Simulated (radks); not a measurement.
Results of a calculation; reference values are marked as such.
Task: Valence configurations of Sn II (all share [Kr]). Code: a radial shooting solver on a logarithmic mesh with Libxc functionals. Model: Dirac Kohn-Sham, LDA (Slater exchange, Perdew-Wang correlation), spin-unpolarised, spherical densities, finite nucleus; open shells are shared between the two j in proportion to 2j + 1; Fermi nuclear charge, rms radius 4.6519 fm. Order these by energy: 4d9 5s1 5p3; 4d7 5s2 5p4; 4d10 5s2 5p1; 4d9.5 5s2 5p1.5; 4d8 5s1 5p4; 4d10 5s0.5 5p2.5; 4d9 5s2 5p2; 4d10 5p3; 4d10 5s1 5p2; 4d9 5s1.5 5p2.5.

Result: From the lowest, in eV above it: 4d10 5s2 5p1 0.000; 4d10 5s1 5p2 7.715; 4d10 5s0.5 5p2.5 11.644; 4d9.5 5s2 5p1.5 12.257; 4d10 5p3 15.622; 4d9 5s2 5p2 25.653; 4d9 5s1.5 5p2.5 29.858; 4d9 5s1 5p3 34.107; 4d8 5s1 5p4 65.050; 4d7 5s2 5p4 90.792. NIST lists [Kr] 4d10 5s2 5p1 as the ground configuration; this level of theory agrees among the configurations tried. The energies are those of spherical spin-averaged densities, not of single terms.
